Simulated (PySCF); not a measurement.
**Basis and Hamiltonian dependence of the ionisation energy of Ti²⁺**

Ti²⁺ [Ar] 3d2 (3F) → Ti³⁺ [Ar] 3d1 (2D). All values are computed (PySCF 2.14, energy differences of UHF-based or UKS calculations, no spin-orbit coupling). Values in eV.

```tsv
basis	Hamiltonian	functions	UHF	LDA	PBE0	MP2 (valence)	CCSD(T) (valence)	CCSD(T) (valence and next inner shell)
cc-pVDZ	non-relativistic	43	27.129	n/a	n/a	27.202	n/a	n/a
cc-pVDZ-DK	spin-free X2C	43	26.919	n/a	28.272	26.993	n/a	n/a
jorge-DZP-DKH	spin-free X2C	43	26.616	n/a	n/a	26.682	n/a	n/a
def2-TZVP	non-relativistic	45	26.731	28.169	n/a	26.824	n/a	n/a
pcseg-2	non-relativistic	56	26.674	28.188	n/a	26.785	n/a	n/a
aug-cc-pVDZ	non-relativistic	59	27.106	28.628	28.440	27.181	27.206	n/a
def2-TZVPPD	non-relativistic	67	26.752	28.160	27.970	26.868	26.902	27.249
cc-pVTZ-DK	spin-free X2C	68	26.603	28.028	27.826	26.725	n/a	n/a
x2c-TZVPPall with one added diffuse shell each of s, p, d, f type	spin-free X2C	80	26.589	28.004	27.812	26.705	26.740	27.094
aug-cc-pVTZ	non-relativistic	93	26.768	28.184	27.985	26.890	26.925	n/a
aug-cc-pVTZ-DK	spin-free X2C	93	26.603	28.028	27.827	26.725	26.761	n/a
x2c-QZVPPall	spin-free X2C	96	26.625	28.070	27.863	26.757	26.793	27.208
aug-cc-pwCVTZ-DK	spin-free X2C	127	26.611	28.026	27.826	26.751	n/a	n/a
aug-cc-pVQZ-DK	spin-free X2C	140	26.616	28.040	27.833	26.754	n/a	n/a
```

Extrapolation of MP2 (valence) from aug-cc-pVTZ-DK and aug-cc-pVQZ-DK: the correlation parts are 0.122 and 0.138 eV; with the X⁻³ form and unrounded values, (4³ × 0.138 − 3³ × 0.122)/(4³ − 3³) = 0.150 eV, and adding the Hartree-Fock value 26.616 eV of the larger basis gives 26.766 eV.

Frozen in the all-electron rows: valence: [Ar]; valence and next inner shell: [Ne].

At UHF, cc-pVDZ, cc-pVDZ-DK, aug-cc-pVDZ lie more than 0.3 eV from the median of the rows with comparable relativity. Sets contracted for the neutral atom can be stiff in a shell that they treat as core.

Non-relativistic rows lack the scalar-relativistic shift.

Between the lowest levels the reference is 27.492 eV (measured; NIST Atomic Spectra Database, ionization energies); it includes spin-orbit coupling, which these numbers lack.
